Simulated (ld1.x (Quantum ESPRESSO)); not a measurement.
## An all-electron radial function and its pseudo partner (Mg)

Columns: radius, all-electron u(r) and pseudo u(r) of the 3s shell (level -4.79 eV) of magnesium in the configuration [Ne] 3s2 3p0; LDA (PZ), scalar-relativistic, ultrasoft scheme, ld1.x (Quantum ESPRESSO) 7.5.

```csv
r (bohr),all-electron,pseudo
0.132,0.0692,0.0493
0.265,-0.1300,0.0986
0.398,-0.2366,0.1473
0.530,-0.2397,0.1946
0.663,-0.1783,0.2409
0.795,-0.0858,0.2853
0.928,0.0183,0.3280
1.060,0.1205,0.3682
1.193,0.2159,0.4061
1.325,0.2998,0.4410
1.458,0.3726,0.4731
1.590,0.4330,0.5017
1.723,0.4827,0.5271
1.855,0.5217,0.5487
1.988,0.5518,0.5666
2.120,0.5733,0.5805
2.252,0.5876,0.5904
2.385,0.5955,0.5962
2.518,0.5979,0.5979
2.650,0.5955,0.5955
2.782,0.5891,0.5891
2.915,0.5793,0.5793
3.048,0.5668,0.5668
3.180,0.5521,0.5521
3.312,0.5357,0.5357
3.445,0.5177,0.5177
```

(1) How many radial nodes do the two functions have?

(2) At about which radius was the pseudo-wave matched?

(3) Is the pseudo-wave norm-conserving?

## Answers

(1) The all-electron 3s function has n − l − 1 = 2; the pseudo-wave has 0, since the states of the same l below it are removed with the core.

(2) 2.60 bohr, where the columns begin to agree (steps of 0.13 bohr).

(3) No, it belongs to an ultrasoft set: the norm inside the radius is not constrained, and the difference is carried by the augmentation charge.
